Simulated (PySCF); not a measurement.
**Correlation energy of Si²⁺ (silicon, charge +2)**

[Ne] 3s2, closed-shell 1S. All numbers are calculated (PySCF 2.14, the non-relativistic Hamiltonian (point nucleus), in def2-TZVPPD (6s5p4d1f, 48 functions)). Frozen: 1s2; 10 electrons correlated.

MP2 pair energies summed by pair of shells (mhartree):

| pair | energy | share (%) |
| --- | --- | --- |
| 2p-2p | -100.56 | 55.8 |
| 3s-3s | -31.90 | 17.7 |
| 2s-2p | -22.21 | 12.3 |
| 2p-3s | -19.68 | 10.9 |
| 2s-2s | -4.14 | 2.3 |
| 2s-3s | -1.80 | 1.0 |

Total MP2 correlation energy: -180.29 mhartree.

Same-spin part -44.61 and opposite-spin part -135.68 mhartree; SCS-MP2 scales them by 1/3 and 6/5 to -177.68 mhartree.

MP2 falls well short for the outer s pair, which is nearly degenerate with np².

This basis was not built for core-valence correlation, so the inner-shell part is incomplete.
